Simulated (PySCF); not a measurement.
NICS in isomers of C7H10N2O.

NICS = −σ at a ghost point: NICS(0) at the centroid of the ring atoms, NICS(1) 1 Å to either side along the normal of their mean plane, zz for the tensor component along that normal. Level: GIAO PBE0/pcSseg-1 (PySCF, non-relativistic, gas phase) on the GFN2-xTB geometries, one conformer each. Atom numbers follow the mapped SMILES.

Problem. Order these rings by mean NICS(1)zz, lowest (most negative) first (ppm).
A. ring C3–C4–N5–C6–C7–N10 in `[CH3:1][CH2:2][c:3]1[cH:4][n:5][cH:6][c:7]([CH2:8][OH:9])[n:10]1`
B. ring C3–N4–N5–C6–O10 in `[CH3:1][CH2:2][c:3]1[n:4][n:5][c:6]([CH:7]2[CH2:8][CH2:9]2)[o:10]1`
C. ring N3–N4–C5–C6–C9 in `[CH2:1]=[CH:2][n:3]1[n:4][cH:5][c:6]([O:7][CH3:8])[c:9]1[CH3:10]`
D. ring C4–C5–C6–C7 in `[CH3:1]/[N:2]=[CH:3]\[C@@H:4]1[CH:5]=[CH:6][C@@H:7]1[NH:8][CH:9]=[O:10]`
E. ring C3–C4–C5–N6–N7 in `[CH3:1][O:2][c:3]1[cH:4][cH:5][n:6][n:7]1[CH:8]1[CH2:9][CH2:10]1`

Solution. A (-27.2), E (-26.1), C (-24.9), B (-23.9), D (1.2).

```tsv
SMILES	ring	NICS(0)	NICS(1)	NICS(1)zz	HOMA	rms pucker (Å)	ring atoms with four or more neighbours
CCc1cncc(CO)n1	6-membered ring with 2 N; formal bonds all aromatic	-5.8	-11.0	-27.2	0.99	0.00	0
COc1ccnn1C1CC1	5-membered ring with 2 N; formal bonds all aromatic	-13.4	-10.8	-26.1	0.95	0.00	0
C=Cn1ncc(OC)c1C	5-membered ring with 2 N; formal bonds all aromatic	-12.6	-10.6	-24.9	0.94	0.00	0
CCc1nnc(C2CC2)o1	5-membered ring with 2 N and O; formal bonds all aromatic	-8.8	-9.8	-23.9	0.34	0.00	0
C/N=C\[C@@H]1C=C[C@@H]1NC=O	4-membered carbocycle; formal bonds 1 double, 3 single	0.7	-2.4	1.2	–	0.01	2
```

NICS(0) gives another order. The isotropic NICS(1) gives the same order. Over the 4 rings with a HOMA value its correlation coefficient with NICS(1)zz is -0.81. HOMA uses Krygowski's 1993 parameters; it is left out where a ring has a four-coordinate atom, a triple bond, no multiple bond or a kind of bond without parameters. NICS(1) and NICS(1)zz are means over the two faces.
